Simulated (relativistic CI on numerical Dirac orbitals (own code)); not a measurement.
Ti2+ in a cubic cluster: L2,3 absorption with charge transfer

Computed with a charge-transfer multiplet model of a cubic metal-ligand cluster with up to one ligand hole, Slater and spin-orbit integrals from Dirac-Coulomb-Breit ions, Slater integrals scaled by 0.8. The ground state mixes d2 with configurations of k ligand holes L, whose averages lie at kΔ + k(k − 1)U_dd/2; a core hole lowers each added d electron by U_cd. 300 K, Lorentzian 0.4 eV and Gaussian 0.3 eV FWHM.

Atomic integrals in eV (Slater integrals scaled, ζ unscaled), ground: F2dd 6.578, F4dd 4.090, zeta_d 0.013; with the core hole: F2dd 7.324, F4dd 4.560, zeta_d 0.022, zeta_core 3.746, F2cd 3.920, G1cd 2.783, G3cd 1.577.

Cluster parameters (eV): U_dd = 5.2, U_cd = 5.7, 10Dq = 1.35, 10Dq(ligand) = 0.7, V(eg) = 1.65, V(t2g) = -0.78, final-state hopping factor = 1.

```tsv
Case	n_d	d2	d3L	S
Δ = 5.9 eV	2.18	0.82	0.18	1.00
Δ = 6.9 eV	2.15	0.85	0.15	1.00
Δ = 9.9 eV	2.09	0.91	0.09	1.00
```

Weights, n_d and S are thermal averages at 300 K. Photon energies count from the first peak over 30 % of the highest in each spectrum, which can be another peak from case to case. The parameters are a model scan and need not match a compound or its usual spin state. Peaks in eV (height, largest 100):
- Δ = 5.9 eV: -3.2 (9), 0.0 (100), 2.4 (37), 4.7 (66), 5.6 (65)
- Δ = 6.9 eV: -3.2 (9), 0.0 (100), 2.4 (37), 4.7 (67), 5.6 (66), 6.1 (57)
- Δ = 9.9 eV: -3.1 (9), 0.0 (100), 2.5 (37), 4.7 (67), 5.7 (67), 6.3 (56)

Curve for Δ = 9.9 eV (points under 2 left out, the grid thinned):

```
E (eV)  Intensity
  -4.1        2.3
  -3.8        4.5
  -3.5        8.2
  -3.2        9.1
  -2.9        7.7
  -2.6        6.7
  -2.3       11.1
  -2.0       20.9
  -1.7       28.8
  -1.4       36.1
  -1.1       37.9
  -0.9       39.5
  -0.6       47.2
  -0.3       73.7
   0.0      100.0
   0.3       85.9
   0.6       68.3
   0.9       49.7
   1.2       35.6
   1.5       25.0
   1.8       24.6
   2.1       29.7
   2.4       36.4
   2.7       31.7
   3.0       19.2
   3.3       16.8
   3.6       26.5
   3.9       32.5
   4.2       38.9
   4.5       56.5
   4.8       66.9
   5.1       51.6
   5.4       52.5
   5.7       66.9
   5.9       58.9
   6.2       55.9
   6.5       47.6
   6.8       28.8
   7.1       17.4
   7.4       10.3
   7.7        6.9
   8.0        5.2
   8.3        3.8
   8.6        2.8
   8.9        2.2
```

For the case Δ = 6.9 eV, Δ = 6.9 eV is larger than U_dd = 5.2 eV, the Mott-Hubbard side of the Zaanen-Sawatzky-Allen scheme. With the core hole the configuration with one ligand hole lies at Δ + U_dd − U_cd = 5.4, 6.4, 9.4 eV from the one without, in the order of the table; where this is negative the screened configuration lies lower.

With at most 1 ligand hole the space is cut while the next configuration still counts, so covalency is underestimated, and a final configuration with one more ligand hole, which can lie low, is missing from the spectra.
